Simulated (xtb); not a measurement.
Nb(S)(F)(NH2)2 (FH4N2NbS), SMILES [NH2][Nb]([NH2])([F])=[S], multiplicity 1. All values are semi-empirical tight-binding results from xtb (GFN2-xTB unless named), good for trends rather than for accurate numbers. The structure is a stationary point at GFN2-xTB. The multiplicity is an assumed one; no other spin state was optimised. The structure was generated by enumeration; whether it is a known compound was not checked. Other conformers were not sampled.

Optimised geometry:

Bonded distances (Å): Nb1–S2 2.219, Nb1–F3 1.876, Nb1–N4 1.954, Nb1–N7 1.955, N4–H5 1.023, N4–H6 1.022, N7–H8 1.022, N7–H9 1.023. Angles (°): S2–Nb1–F3 104.3, S2–Nb1–N4 102.2, S2–Nb1–N7 102.2, F3–Nb1–N4 116.3, F3–Nb1–N7 116.2, N4–Nb1–N7 112.9, Nb1–N4–H5 125.0, Nb1–N4–H6 127.6, H5–N4–H6 107.4, Nb1–N7–H8 127.4, Nb1–N7–H9 125.1, H8–N7–H9 107.5.

For metal compounds this method's bond lengths and energies can be far off.

Problem. Estimate the properties. (An estimate is asked for; the answer gives what the named calculation found.)

Solution. 
```
Quantity                                       Value
-------------------------------------  -------------
point group as xtb finds it                       Cs
orbital gap                                  2.34 eV
zero-point energy                      30.8 kcal/mol
G − E(el) at 298.15 K (modified RRHO)   9.6 kcal/mol
```

Problem. Give the atomic charges and the Wiberg bond orders between heavy atoms. (The exact figures need the calculation; the answer reports its results.)

Solution. charges (e) Nb1 0.38, S2 -0.13, F3 -0.31, N4 -0.35, H5 0.19, H6 0.20, N7 -0.35, H8 0.20, H9 0.19. Bond orders Nb1–S2 2.50, Nb1–F3 1.03, Nb1–N4 1.32, Nb1–N7 1.32.
